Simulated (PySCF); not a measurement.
InHF2, SMILES [F][InH][F].

Coordinates come from a PBE-D3(BJ)/def2-TZVP optimisation. The def2 effective core potentials stand for the cores of In; spin–orbit coupling is left out.

All values below come from CAM-B3LYP/def2-TZVPD (PySCF).

Gas-phase values at a fixed geometry.

Computed frontier levels, gap, dipole moment and polarisability:
| Item | Value |
|---|---|
| highest occupied level | -11.53 eV |
| lowest empty level | -1.23 eV |
| orbital gap | 10.31 eV |
| dipole moment | 3.81 D |
| quadrupole, principal values (traceless, Buckingham form, about the centre of nuclear charge) | -9.63, -0.46, 10.09 D·Å |
| mean static polarisability | 33.7 bohr³ (4.99 Å³) |
| polarisability, principal values | 26.7, 35.4, 38.8 bohr³ |
